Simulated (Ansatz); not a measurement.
Ideal-gas functions of C₂H₄FGaSi, SMILES `FC1=C[SiH]1[GaH2]` at 800 K and 1 bar, from an Ansatz frequency run at PBE0-D4/def2-TZVP.

Molar mass 144.86 g/mol, point group C1 (symmetry number 1), electronic degeneracy 1, moments of inertia 79.044, 488.73, 521.305 u Å². Harmonic wavenumbers (cm⁻¹, unscaled): 59, 86, 143, 295, 358, 365, 436, 558, 607, 649, 712, 742, 810, 834, 974, 1174, 1716, 1955, 1966, 2172, 3243.

Use S(trans) = R[1.5 ln M + 2.5 ln T − 1.1517]; rotational temperatures θ = 24.2544 K / I; S(rot) = R[ln(√π/σ · √(T³/θAθBθC)) + 1.5]; for each mode x = 1.438777 ν̃/T, S = R[x/(eˣ − 1) − ln(1 − e⁻ˣ)] and H = RT x/(eˣ − 1); 1 cm⁻¹ = 0.0119627 kJ/mol; R = 8.31446 J/(mol·K).

Question: By hand: the entropy, in J/(mol·K).

Answer: Translation 191.4. Rotation: θ = 0.3068, 0.0496, 0.0465 K, giving 130.8. Vibration, mode by mode: 26.97, 23.84, 19.63, 13.68, 12.12, 11.96, 10.55, 8.63, 7.99, 7.49, 6.80, 6.51, 5.88, 5.68, 4.64, 3.49, 1.62, 1.15, 1.13, 0.84, 0.17, in all 180.7. Electronic 0.0. Sum 502.9 J/(mol·K).

Question: By hand: H − E and G − E in kJ/mol, counted from the electronic energy.

Answer: Zero-point energy ½ × 19854 × 0.0119627 = 118.8; thermal vibration 67.9; translation, rotation and pV give 4 RT = 26.6. H − E = 213.3 kJ/mol, and G − E = 213.3 − 800 × 502.9/1000 = -189.0 kJ/mol.

Vibration gives 36 % of the entropy, 70.4 J/(mol·K) of it from the modes under 150 cm⁻¹: soft modes count most, and the harmonic formula is weakest for them. The sum counts one conformer and one mirror image; others add a mixing term.
